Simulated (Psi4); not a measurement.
disilylmethane (CH8Si2), singlet, at a GFN2-xTB geometry; TPSS/6-31G** run with Psi4.

Here is a job for Psi4.
```
memory 2 GB

molecule mol {
0 1
Si    1.469501    0.675243   -0.004315
C     0.249959   -0.773362   -0.140745
Si   -1.582865   -0.324499    0.068147
H     2.839701    0.182994   -0.185178
H     1.181014    1.668952   -1.040543
H     1.358676    1.297376    1.316715
H     0.513805   -1.524899    0.604684
H     0.384534   -1.254531   -1.110514
H    -1.982528    0.632796   -0.965442
H    -1.804865    0.261220    1.391816
H    -2.402995   -1.534148   -0.060719
}

set {
  basis 6-31g**
  reference rks
}

energy('tpss')
print_variables()
```

Question: What does Psi4 print? Leave out banner, timings and long lists.

Answer: 
```
   => Loading Basis Set <=

    Name: 6-31G**
    Role: ORBITAL
    Keyword: BASIS

         ---------------------------------------------------------
                                   SCF
               by Justin Turney, Rob Parrish, Andy Simmonett
                          and Daniel G. A. Smith
                              RKS Reference
         ---------------------------------------------------------

  ==> Geometry <==

    Molecular point group: c1
    Full point group: C1

    Geometry (in Angstrom), charge = 0, multiplicity = 1:

       Center              X                  Y                   Z               Mass
    ------------   -----------------  -----------------  -----------------  -----------------
         SI           1.470606587567     0.671822155270    -0.004937461712    27.976926534650
         C            0.251064587567    -0.776782844730    -0.141367461712    12.000000000000
         SI          -1.581759412433    -0.327919844730     0.067524538288    27.976926534650
         H            2.840806587567     0.179573155270    -0.185800461712     1.007825032230
         H            1.182119587567     1.665531155270    -1.041165461712     1.007825032230
         H            1.359781587567     1.293955155270     1.316092538288     1.007825032230
         H            0.514910587567    -1.528319844730     0.604061538288     1.007825032230
         H            0.385639587567    -1.257951844730    -1.111136461712     1.007825032230
         H           -1.981422412433     0.629375155270    -0.966064461712     1.007825032230
         H           -1.803759412433     0.257799155270     1.391193538288     1.007825032230
         H           -2.401889412433    -1.537568844730    -0.061341461712     1.007825032230

  Running in c1 symmetry.

  Rotational constants: A =      0.62054  B =      0.09460  C =      0.08837 [cm^-1]
  Rotational constants: A =  18603.18597  B =   2836.00099  C =   2649.15498 [MHz]
  Nuclear repulsion =  150.449941274593812

  Charge       = 0
  Multiplicity = 1
  Electrons    = 42
  Nalpha       = 21
  Nbeta        = 21

  ==> Algorithm <==

  SCF Algorithm Type is DF.
  DIIS enabled.
  MOM disabled.
  Fractional occupation disabled.
  Guess Type is SAD.
  Energy threshold   = 1.00e-06
  Density threshold  = 1.00e-06
  Integral threshold = 1.00e-12

  ==> Primary Basis <==

  Basis Set: 6-31G**
    Blend: 6-31G**
    Number of shells: 46
    Number of basis functions: 93
    Number of Cartesian functions: 93
    Spherical Harmonics?: false
    Max angular momentum: 2

  ==> DFT Potential <==

   => LibXC <=

    Version 7.1.2
    S. Lehtola, C. Steigemann, M. J. T. Oliveira, and M. A. L. Marques,  SoftwareX 7, 1–5 (2018) (10.1016/j.softx.2017.11.002)

   => Composite Functional: TPSS <=

    TPSS Meta-GGA XC Functional

    J. Tao, et al., Phys. Rev. Lett., 91, 146401, 2003

    Deriv               =              1
    GGA                 =           TRUE
    Meta                =           TRUE

    Exchange Hybrid     =          FALSE
    MP2 Hybrid          =          FALSE

   => Exchange Functionals <=

    1.0000   XC_MGGA_X_TPSS

   => Correlation Functionals <=

    1.0000   XC_MGGA_C_TPSS

   => LibXC Density Thresholds  <==

    XC_MGGA_C_TPSS:  1.00E-15
    XC_MGGA_X_TPSS:  1.00E-15

   => Molecular Quadrature <=

    Radial Scheme          =       TREUTLER
    Pruning Scheme         =           NONE
    Nuclear Scheme         =       TREUTLER

    Blocking Scheme        =         OCTREE
    BS radius alpha        =              1
    Pruning alpha          =              1
    Radial Points          =             75
    Spherical Points       =            302
    Total Points           =         236721
    Total Blocks           =           1789
    Max Points             =            256
    Max Functions          =             91
    Weights Tolerance      =       1.00E-15

   => Loading Basis Set <=

    Name: (6-31G** AUX)
    Role: JKFIT
    Keyword: DF_BASIS_SCF

  ==> Integral Setup <==

  SCF_SUBTYPE=INCORE selected. In-core MEM_DF algorithm will be used.
  Using in-core AOs.

  ==> MemDFJK: Density-Fitted J/K Matrices <==

    J tasked:                   Yes
    K tasked:                    No
    wK tasked:                   No
    Algorithm:                 Core
    Schwarz Cutoff:           1E-12
    Mask sparsity (%):       3.7461
    Fitting Condition:        1E-10

   => Auxiliary Basis Set <=

  Basis Set: (6-31G** AUX)
    Blend: CC-PVDZ-JKFIT
    Number of shells: 168
    Number of basis functions: 541
    Number of Cartesian functions: 541
    Spherical Harmonics?: false
    Max angular momentum: 3

  Minimum eigenvalue in the overlap matrix is 7.6557417976E-03.
  Reciprocal condition number of the overlap matrix is 1.1492341216E-03.
    Using symmetric orthogonalization.

  ==> Pre-Iterations <==

  SCF Guess: Superposition of Atomic Densities via on-the-fly atomic UHF (no occupation information).

   -------------------------
    Irrep   Nso     Nmo
   -------------------------
     A         93      93
   -------------------------
    Total      93      93
   -------------------------

  ==> Iterations <==

                           Total Energy        Delta E     RMS |[F,P]|

   @DF-RKS iter SAD:  -621.35173741820506   -6.21352e+02   0.00000e+00
   @DF-RKS iter   1:  -621.65745750501640   -3.05720e-01   7.52010e-03 DIIS/ADIIS
   @DF-RKS iter   2:  -621.26502517449467    3.92432e-01   1.06237e-02 DIIS/ADIIS
   @DF-RKS iter   3:  -621.92451359800282   -6.59488e-01   1.05956e-03 DIIS/ADIIS
   @DF-RKS iter   4:  -621.93148848944384   -6.97489e-03   2.56158e-04 DIIS/ADIIS
   @DF-RKS iter   5:  -621.93189901907863   -4.10530e-04   7.85437e-05 DIIS
   @DF-RKS iter   6:  -621.93193585760321   -3.68385e-05   7.29692e-06 DIIS
   @DF-RKS iter   7:  -621.93193619349120   -3.35888e-07   1.52727e-06 DIIS
   @DF-RKS iter   8:  -621.93193621026001   -1.67688e-08   3.49232e-07 DIIS
  Energy and wave function converged.

  ==> Post-Iterations <==

   Electrons on quadrature grid:
      Ntotal   =   42.0000605995 ; deviation = 6.060e-05

    Orbital Energies [Eh]
    ---------------------

    Doubly Occupied:

       1A    -65.677939     2A    -65.677932     3A     -9.989868
       4A     -5.107677     5A     -5.107674     6A     -3.482225
       7A     -3.482210     8A     -3.481961     9A     -3.481955
      10A     -3.481938    11A     -3.481929    12A     -0.650791
      13A     -0.491705    14A     -0.474402    15A     -0.386645
      16A     -0.343653    17A     -0.318650    18A     -0.313823
      19A     -0.308451    20A     -0.292156    21A     -0.274398

    Virtual:

      22A      0.004252    23A      0.032070    24A      0.044951
      25A      0.050827    26A      0.072708    27A      0.089052
      28A      0.110205    29A      0.111887    30A      0.133129
      31A      0.155592    32A      0.206060    33A      0.215821
      34A      0.232489    35A      0.238959    36A      0.257800
      37A      0.279574    38A      0.314370    39A      0.376168
      40A      0.464115    41A      0.473631    42A      0.537358
      43A      0.560657    44A      0.647084    45A      0.661716
      46A      0.669263    47A      0.675143    48A      0.719228
      49A      0.735276    50A      0.792865    51A      0.826162
      52A      0.833221    53A      0.910948    54A      0.921668
      55A      1.080962    56A      1.098395    57A      1.189681
      58A      1.192367    59A      1.198800    60A      1.238222
      61A      1.287467    62A      1.518779    63A      1.591483
      64A      2.019255    65A      2.019275    66A      2.080528
      67A      2.084073    68A      2.108506    69A      2.113607
      70A      2.132794    71A      2.148420    72A      2.148653
      73A      2.222531    74A      2.250214    75A      2.259811
      76A      2.276796    77A      2.289783    78A      2.307291
      79A      2.310666    80A      2.536144    81A      2.560161
      82A      2.571379    83A      2.593570    84A      2.769903
      85A      2.848695    86A      2.854769    87A      2.863926
      88A      2.877905    89A      3.056721    90A      3.058641
      91A      3.261860    92A      3.452576    93A      4.336139

    Final Occupation by Irrep:
              A
    DOCC [    21 ]
    NA   [    21 ]
    NB   [    21 ]

  @DF-RKS Final Energy:  -621.93193621026001

   => Energetics <=

    Nuclear Repulsion Energy =            150.4499412745938116
    One-Electron Energy =               -1157.8116632024157298
    Two-Electron Energy =                 435.7689779878470517
    DFT Exchange-Correlation Energy =     -50.3391922702851318
    Empirical Dispersion Energy =           0.0000000000000000
    VV10 Nonlocal Energy =                  0.0000000000000000
    Total Energy =                       -621.9319362102600053

Computation Completed

Properties will be evaluated at   0.000000,   0.000000,   0.000000 [a0]

Properties computed using the SCF density matrix

 Multipole Moments:

 ------------------------------------------------------------------------------------
     Multipole            Electronic (a.u.)      Nuclear  (a.u.)        Total (a.u.)
 ------------------------------------------------------------------------------------

 L = 1.  Multiply by 2.5417464519 to convert [e a0] to [Debye]
 Dipole X            :         -0.0071363            0.0877488            0.0806125
 Dipole Y            :          0.0220861           -0.2714997           -0.2494137
 Dipole Z            :          0.0040187           -0.0494095           -0.0453908
 Magnitude           :                                                    0.2660186

 ------------------------------------------------------------------------------------

  Variable Map:
  ----------------------------------------------------------------------------
  "CURRENT ENERGY"              =>    -621.931936210260
  "CURRENT REFERENCE ENERGY"    =>    -621.931936210260
  "DD SOLVATION ENERGY"         =>       0.000000000000
  "DFT FUNCTIONAL TOTAL ENERGY" =>    -621.931936210260
  "DFT TOTAL ENERGY"            =>    -621.931936210260
  "DFT VV10 ENERGY"             =>       0.000000000000
  "DFT XC ENERGY"               =>     -50.339192270285
  "GRID ELECTRONS ALPHA"        =>      21.000030299770
  "GRID ELECTRONS BETA"         =>      21.000030299770
  "GRID ELECTRONS TOTAL"        =>      42.000060599539
  "NUCLEAR REPULSION ENERGY"    =>     150.449941274594
  "ONE-ELECTRON ENERGY"         =>   -1157.811663202416
  "PCM POLARIZATION ENERGY"     =>       0.000000000000
  "PE ENERGY"                   =>       0.000000000000
  "SCF ITERATION ENERGY"        =>    -621.931936210260
  "SCF ITERATIONS"              =>       8.000000000000
  "SCF TOTAL ENERGY"            =>    -621.931936210260
  "TWO-ELECTRON ENERGY"         =>     435.768977987847
  "XC GRID RADIAL POINTS"       =>      75.000000000000
  "XC GRID SPHERICAL POINTS"    =>     302.000000000000
  "XC GRID TOTAL POINTS"        =>  236721.000000000000

  Array Variable Map:
  ----------------------------------------------------------------------------
  "CURRENT DIPOLE"              =>       0.080612503304 ... -0.045390816467 1 by 3
  "SCF DIPOLE"                  =>       0.080612503304 ... -0.045390816467 1 by 3
  "SCF TOTAL ENERGIES"          =>    -621.351737418205 ... -621.931936210260 1 by 9
```
